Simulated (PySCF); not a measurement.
H₇O₇Si₂, charge +1, singlet, at a GFN2-xTB geometry; MP2/6-31G* (PySCF).

Input for PySCF:
```python
from pyscf import gto, scf, mp

mol = gto.Mole()
mol.atom = '''
    O     1.489568    1.614524    0.155186
    Si    1.507012    0.027799    0.349730
    O     1.259549   -0.361340    1.872749
    O     2.591938   -0.869940   -0.404344
    O     0.142242   -0.580651   -0.531351
    Si   -1.501502   -0.050291   -0.370312
    O    -1.529087    1.461630   -0.865880
    O    -2.107809   -1.106336   -1.404134
    O    -1.848910   -0.147645    1.187146
    H     1.765636    2.084047   -0.629914
    H     0.950171    0.235612    2.551215
    H     3.473489   -1.046372   -0.086906
    H     0.313663   -1.280413   -1.171699
    H    -1.553738    2.228224   -0.296573
    H    -2.963048   -1.037314   -1.819863
    H    -2.043241   -0.950830    1.666915
'''
mol.basis = '6-31g*'
mol.charge = 1
mol.spin = 0
mol.verbose = 4
mol.build()

mf = scf.RHF(mol)
mf.kernel()

pt = mp.MP2(mf)
pt.kernel()
print('E(MP2) = %.10f' % pt.e_tot)
```

It wrote (shortened):

```
PySCF version 2.14.0

[INPUT] verbose = 4
[INPUT] num. atoms = 16
[INPUT] num. electrons = 90
[INPUT] charge = 1
[INPUT] spin (= nelec alpha-beta = 2S) = 0
[INPUT] symmetry False subgroup None
[INPUT] Mole.unit = angstrom
[INPUT] Symbol           X                Y                Z      unit          X                Y                Z       unit  Magmom
[INPUT]  1 O      1.489568000000   1.614524000000   0.155186000000 AA    2.814875563916   3.051008181537   0.293259038367 Bohr   0.0
[INPUT]  2 Si     1.507012000000   0.027799000000   0.349730000000 AA    2.847839946433   0.052532496537   0.660893917544 Bohr   0.0
[INPUT]  3 O      1.259549000000  -0.361340000000   1.872749000000 AA    2.380202650470  -0.682833637850   3.538982710053 Bohr   0.0
[INPUT]  4 O      2.591938000000  -0.869940000000  -0.404344000000 AA    4.898052951853  -1.643948344804  -0.764099420111 Bohr   0.0
[INPUT]  5 O      0.142242000000  -0.580651000000  -0.531351000000 AA    0.268798423410  -1.097271363955  -1.004107866014 Bohr   0.0
[INPUT]  6 Si    -1.501502000000  -0.050291000000  -0.370312000000 AA   -2.837427555487  -0.095036216531  -0.699788260640 Bohr   0.0
[INPUT]  7 O     -1.529087000000   1.461630000000  -0.865880000000 AA   -2.889555650633   2.762080395448  -1.636276056738 Bohr   0.0
[INPUT]  8 O     -2.107809000000  -1.106336000000  -1.404134000000 AA   -3.983181732893  -2.090672041747  -2.653428702190 Bohr   0.0
[INPUT]  9 O     -1.848910000000  -0.147645000000   1.187146000000 AA   -3.493933528970  -0.279008613661   2.243380809873 Bohr   0.0
[INPUT] 10 H      1.765636000000   2.084047000000  -0.629914000000 AA    3.336568475673   3.938278060721  -1.190364942029 Bohr   0.0
[INPUT] 11 H      0.950171000000   0.235612000000   2.551215000000 AA    1.795562961504   0.445242151661   4.821097634882 Bohr   0.0
[INPUT] 12 H      3.473489000000  -1.046372000000  -0.086906000000 AA    6.563942906689  -1.977356504413  -0.164228538581 Bohr   0.0
[INPUT] 13 H      0.313663000000  -1.280413000000  -1.171699000000 AA    0.592737165409  -2.419629896333  -2.214190210427 Bohr   0.0
[INPUT] 14 H     -1.553738000000   2.228224000000  -0.296573000000 AA   -2.936139289329   4.210733104183  -0.560441745941 Bohr   0.0
[INPUT] 15 H     -2.963048000000  -1.037314000000  -1.819863000000 AA   -5.599349213940  -1.960239365177  -3.439042654229 Bohr   0.0
[INPUT] 16 H     -2.043241000000  -0.950830000000   1.666915000000 AA   -3.861165896482  -1.796808291020   3.150012822929 Bohr   0.0

nuclear repulsion = 766.411962344416
number of shells = 72
number of NR pGTOs = 319
number of NR cGTOs = 148
basis = 6-31g*
ecp = {}

******** <class 'pyscf.scf.hf.RHF'> ********
method = RHF
initial guess = minao
damping factor = 0
level_shift factor = 0
DIIS = <class 'pyscf.scf.diis.CDIIS'>
diis_start_cycle = 1
diis_space = 8
diis_damp = 0
SCF conv_tol = 1e-09
SCF conv_tol_grad = None
SCF max_cycles = 50
direct_scf = True
direct_scf_tol = 1e-13
Set gradient conv threshold to 3.16228e-05
Initial guess from minao.
init E= -1107.88163157791
  HOMO = -0.485141346672191  LUMO = 0.00405746510426042  gap/eV = 13.31178
cycle= 1 E= -1105.86858466557  delta_E= 2.01  |g|= 1.01  |ddm|=  3.7
  HOMO = -0.623080231339401  LUMO = -0.0159541908954872  gap/eV = 16.52074
cycle= 2 E= -1106.03508223541  delta_E= -0.166  |g|= 0.488  |ddm|=    1
  HOMO = -0.685797210603906  LUMO = -0.0152657091282902  gap/eV = 18.24609
cycle= 3 E= -1106.07931540924  delta_E= -0.0442  |g|= 0.0803  |ddm|= 0.334
  HOMO = -0.67472418998616  LUMO = -0.00911336350656144  gap/eV = 18.11219
cycle= 4 E= -1106.08082432684  delta_E= -0.00151  |g|= 0.0138  |ddm|= 0.08
  HOMO = -0.67532224906448  LUMO = -0.00882835218042022  gap/eV = 18.13622
cycle= 5 E= -1106.0808715889  delta_E= -4.73e-05  |g|= 0.00501  |ddm|= 0.0162
  HOMO = -0.675449698041013  LUMO = -0.00907139592099293  gap/eV = 18.13308
cycle= 6 E= -1106.08087708751  delta_E= -5.5e-06  |g|= 0.000881  |ddm|= 0.00427
  HOMO = -0.675416482051289  LUMO = -0.0090446472664798  gap/eV = 18.13290
cycle= 7 E= -1106.08087747496  delta_E= -3.87e-07  |g|= 0.0002  |ddm|= 0.00168
  HOMO = -0.675441118459777  LUMO = -0.00906195896670692  gap/eV = 18.13310
cycle= 8 E= -1106.08087749639  delta_E= -2.14e-08  |g|= 5.77e-05  |ddm|= 0.00037
  HOMO = -0.675435383398107  LUMO = -0.00905893846221151  gap/eV = 18.13303
cycle= 9 E= -1106.08087749841  delta_E= -2.02e-09  |g|= 1.34e-05  |ddm|= 0.000112
  HOMO = -0.675434408146829  LUMO = -0.00905947895062553  gap/eV = 18.13299
cycle= 10 E= -1106.08087749851  delta_E= -9.96e-11  |g|= 4.92e-06  |ddm|= 2.5e-05
  HOMO = -0.675434587001133  LUMO = -0.00905948650177946  gap/eV = 18.13299
Extra cycle  E= -1106.08087749851  delta_E= -5e-12  |g|= 2.95e-06  |ddm|= 6.11e-06
converged SCF energy = -1106.08087749851

******** <class 'pyscf.mp.mp2.RMP2'> ********
nocc = 45, nmo = 148
E(RMP2) = -1107.50658657529  E_corr = -1.42570907677934
E(SCS-RMP2) = -1107.45251497867  E_corr = -1.37163748015371
E_corr(same-spin) = -0.391400090747885
E_corr(oppo-spin) = -1.03430898603145
E(MP2) = -1107.5065865753
```
